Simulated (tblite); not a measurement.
Species: C3H4Cl2OSi.
Numbering: `[Cl:1][CH2:2][Si@:3]1([Cl:4])[CH:5]=[CH:6][O:7]1` (hydrogens: H8, H9 on C2; H10 on C5; H11 on C6)

Computed with GFN2-xTB (tblite), gas phase: L-BFGS steps from a force-field or distance-geometry start until the largest atomic force falls under 0.01 eV/Å.

Step 48: E = -635.5709 eV
```
atom  x, y, z in Å  |  force x, y, z in eV/Å
Cl1     2.1364   -0.5941   -1.7387    0.013   0.016   0.040
C2      1.7240    0.3674   -0.2879    0.006   0.002  -0.048
Si3     0.1681   -0.3431    0.5586    0.012   0.000  -0.003
Cl4     0.6484   -1.4620    2.1403    0.012  -0.013   0.018
C5     -1.3967   -0.6758   -0.4453   -0.010   0.019   0.011
C6     -1.8848    0.4239    0.1300    0.032   0.034  -0.035
O7     -0.9100    0.9209    0.9761   -0.026  -0.021   0.047
H8      2.6015    0.3425    0.3562   -0.059  -0.009  -0.006
H9      1.5641    1.3897   -0.6232    0.019  -0.008  -0.027
H10    -1.8372   -1.3364   -1.1612    0.007  -0.010  -0.006
H11    -2.8082    0.9698    0.0693   -0.006  -0.009   0.009
```

Step 49: E = -635.5714 eV
```
atom  x, y, z in Å  |  force x, y, z in eV/Å
Cl1     2.1554   -0.6021   -1.7277    0.017  -0.005   0.023
C2      1.7264    0.3678   -0.2888   -0.002   0.003  -0.053
Si3     0.1682   -0.3441    0.5514    0.011  -0.001   0.027
Cl4     0.6443   -1.4669    2.1332    0.010  -0.006   0.002
C5     -1.4002   -0.6724   -0.4481    0.010   0.011   0.019
C6     -1.8865    0.4244    0.1337    0.033   0.038  -0.028
O7     -0.9086    0.9206    0.9752   -0.004  -0.026   0.054
H8      2.6000    0.3557    0.3608   -0.062  -0.008   0.001
H9      1.5605    1.3845   -0.6364    0.022   0.012  -0.020
H10    -1.8431   -1.3331   -1.1615   -0.005  -0.021  -0.024
H11    -2.8108    0.9684    0.0824   -0.030   0.002  -0.002
```

Q: Estimate the geometry and energy of step 50. (The exact step hangs on the optimiser's Hessian estimate; all steps are aligned on step 49, rigid shifts and turns removed.)

A: E = -635.5720 eV, largest force 0.063 eV/Å
```
atom  x, y, z in Å  |  force x, y, z in eV/Å
Cl1     2.1812   -0.6123   -1.7133    0.023  -0.030   0.000
C2      1.7292    0.3686   -0.2909   -0.017   0.008  -0.045
Si3     0.1686   -0.3454    0.5424    0.003  -0.001   0.053
Cl4     0.6393   -1.4737    2.1234    0.009   0.001  -0.015
C5     -1.4051   -0.6682   -0.4511    0.028   0.001   0.019
C6     -1.8882    0.4260    0.1379    0.024   0.030  -0.013
O7     -0.9061    0.9201    0.9744    0.016  -0.028   0.052
H8      2.5965    0.3722    0.3669   -0.062  -0.004   0.007
H9      1.5567    1.3786   -0.6533    0.024   0.030  -0.015
H10    -1.8519   -1.3294   -1.1612   -0.009  -0.019  -0.032
H11    -2.8148    0.9664    0.0988   -0.038   0.011  -0.013
```

The energy changes by -0.0006 eV. The first-order estimate −F·Δx gives -0.0008 eV and the mean of the old and new forces, exact on a quadratic surface, -0.0006 eV. The step makes an angle of 83° with the force vector and moves no atom by more than 0.031 Å.

What follows is the cost of the whole relaxation. The run took 0.72 s wall on an Arm Neoverse V1 with one thread, no GPU (shared host).
